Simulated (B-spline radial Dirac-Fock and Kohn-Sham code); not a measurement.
# Xe²⁺: M5-N45N45 lines in intermediate coupling

System: xenon as Xe²⁺ in the configuration [Kr] 4d10 5s1 5p5 (an excited configuration).

Input of the calculation (task.json; shells as n, l, electrons):

```json
{"items": [{
  "Z": 54,
  "q": 2,
  "cfg": [[1, 0, 2], [2, 0, 2], [2, 1, 6], [3, 0, 2], [3, 1, 6], [3, 2, 10], [4, 0, 2], [4, 1, 6], [4, 2, 10], [5, 0, 1], [5, 1, 5]],
  "A": 132,
  "rrms": 4.7859,
  "do": ["binding", "quiet", "double"]
}]}
```

Command: `python xray_run.py task.json out`

The computed values come from a B-spline atomic structure program: multi-electron Dirac-Fock with separately optimised hole states, Breit and Lamb-shift corrections added in first order. The two-hole levels come from diagonalising the Coulomb interaction among the jj configurations; intensities are independent-particle Coulomb rates. Kinetic energies are from the vacuum level. No correlation. Open outer shells are spectators and are not coupled to the holes.

```
kinetic energy (eV)  J  leading jj holes (weight)  leading LS term (weight)  intensity (%)
              489.7  0                N4N4 (0.69)                ¹S0 (0.91)            2.4
              496.1  2                N4N4 (0.69)                ¹D2 (0.55)            4.1
              496.1  4                N4N5 (0.91)                ¹G4 (0.98)           23.8
              496.9  1                N4N5 (1.00)                ³P1 (1.00)            6.1
              497.1  0                N5N5 (0.69)                ³P0 (0.91)            3.2
              498.0  2                N4N5 (0.54)                ³P2 (0.56)           10.0
              499.7  2                N5N5 (0.76)                ³F2 (0.46)           15.4
              499.7  3                N4N5 (1.00)                ³F3 (1.00)           10.2
              501.5  4                N5N5 (0.91)                ³F4 (0.98)           24.7
```

The strongest line, by its leading LS label ³F4, lies at 501.5 eV. The mean weight of the leading component is 0.80 in jj and 0.82 in LS coupling, so LS labels describe these levels better.
